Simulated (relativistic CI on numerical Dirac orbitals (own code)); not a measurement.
Slater and spin-orbit integrals, Ru XXI

These numbers are calculated, not measured: Dirac-Coulomb-Breit CI, orbitals from a KLI potential per configuration, a model potential for QED, unscaled Slater integrals (own radial code, finite nucleus).

Slater integrals F^k, G^k are unscaled and averaged over j, outside the closed core [Ne]; ζ comes from projecting the Hamiltonian with its Breit term on Σ l·s of the shell.

- 3s²3p⁶3d⁶: F^2(3d,3d) = 288910, F^4(3d,3d) = 185370, ζ(3d) = 15749 cm⁻¹; <r>(3d) = 0.3482, <r^2>(3d) = 0.1422 (bohr units).
- 3s²3p⁵3d⁷: ζ(3p) = 133630, F^2(3d,3d) = 288120, F^4(3d,3d) = 184830, F^2(3p,3d) = 261330, G^1(3p,3d) = 293680, G^3(3p,3d) = 191230, ζ(3d) = 15494 cm⁻¹; <r>(3p) = 0.3794, <r^2>(3p) = 0.1663, <r>(3d) = 0.3491, <r^2>(3d) = 0.1429 (bohr units).
- 3s²3p⁴3d⁸: F^2(3p,3p) = 262210, ζ(3p) = 133540, F^2(3d,3d) = 287310, F^4(3d,3d) = 184290, F^2(3p,3d) = 260920, G^1(3p,3d) = 293560, G^3(3p,3d) = 191040, ζ(3d) = 15242 cm⁻¹; <r>(3p) = 0.3799, <r^2>(3p) = 0.1668, <r>(3d) = 0.3499, <r^2>(3d) = 0.1436 (bohr units).

Q: Give the Racah parameters of the d shell in 3s²3p⁶3d⁶.

A: B = F²/49 − 5F⁴/441 = 3794 cm⁻¹ and C = 35F⁴/441 = 14712 cm⁻¹.

Averages of the first 10 configurations, taken without configuration mixing, which lowers the lowest level and can move excited configurations by several eV; other configurations of the list can lie among them:

```csv
Configuration,Parity,States,Average energy above the lowest level (eV)
3s²3p⁶3d⁶,even,210,18.1
3s²3p⁵3d⁷,odd,720,193.0
3s²3p⁴3d⁸,even,675,371.8
3s3p⁶3d⁷,even,240,311.4
3p⁶3d⁸,even,45,609.9
3s3p⁵3d⁸,odd,540,485.1
3s²3p⁶3d⁵4s,even,504,380.7
3s²3p⁶3d⁵4p,odd,1512,421.3
3s²3p⁶3d⁵4d,even,2520,481.4
3s²3p⁶3d⁵4f,odd,3528,538.0
```
